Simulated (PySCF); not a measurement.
CH4BFNP.
Bonds: N1–C2 (triple), C2–B3, B3–P4, P4–F5. Hydrogens: H6, H7 on B3; H8, H9 on P4.

Theory: core-valence-separated Tamm–Dancoff BHandHLYP/aug-pcX-1 (pcseg-1 on H, def2-SVPD on P) in PySCF, non-relativistic, gas phase, PBE0-D3(BJ)/def2-SVP geometry.

Computed fluorine K-edge spectrum, Gaussian lines of 0.4 eV full width, highest printed point 100; it ends one width below the last computed root. No shift to experiment was applied.

(photon energy (eV), absorption): (683.9, 2), (684.0, 7), (684.1, 23), (684.2, 53), (684.3, 87), (684.4, 100), (684.5, 82), (684.6, 47), (684.7, 19), (684.8, 6), (684.9, 1), (685.0, 0), (685.1, 0), (685.2, 0), (685.3, 0), (685.4, 0), (685.5, 0), (685.6, 0), (685.7, 0), (685.8, 0), (685.9, 0), (686.0, 0), (686.1, 0), (686.2, 0), (686.3, 0), (686.4, 0), (686.5, 0), (686.6, 0), (686.7, 0), (686.8, 0), (686.9, 0), (687.0, 0), (687.1, 0), (687.2, 1), (687.3, 6), (687.4, 19), (687.5, 40), (687.6, 60), (687.7, 64), (687.8, 49), (687.9, 27), (688.0, 14), (688.1, 15), (688.2, 27), (688.3, 39), (688.4, 40), (688.5, 29), (688.6, 16), (688.7, 8), (688.8, 7), (688.9, 11), (689.0, 16), (689.1, 19), (689.2, 18), (689.3, 13), (689.4, 7), (689.5, 4), (689.6, 4), (689.7, 9), (689.8, 17), (689.9, 21)

Assign the maxima to core holes.

4 maxima:
- 684.4 eV: F5 (phosphorus-bound fluorine), 684.39 eV, f = 0.026, 100 % of the height at the exact maximum
- 687.7 eV: F5 (phosphorus-bound fluorine), 687.67 eV, f = 0.017, sum of 2, 100 % of the height at the exact maximum
- 688.4 eV: F5 (phosphorus-bound fluorine), 688.36 eV, f = 0.011, 100 % of the height at the exact maximum
- 689.1 eV: F5 (phosphorus-bound fluorine), 689.18 eV, f = 0.004, 71 % of the height at the exact maximum; F5 (phosphorus-bound fluorine), 688.99 eV, f = 0.002, 29 % of the height at the exact maximum

Roots within 0.03 eV on the same or equivalent atoms count as one line; shares under 12 % aren't listed.

Vibrational structure and lifetime widths aren't in the curve. The ionisation threshold wasn't computed; near and above it a finite basis only mimics Rydberg series and continuum.

The values belong to the conformer `[N:1]#[C:2][BH2-:3][PH2+:4][F:5]`: C2–B3–P4–F5 -179°.
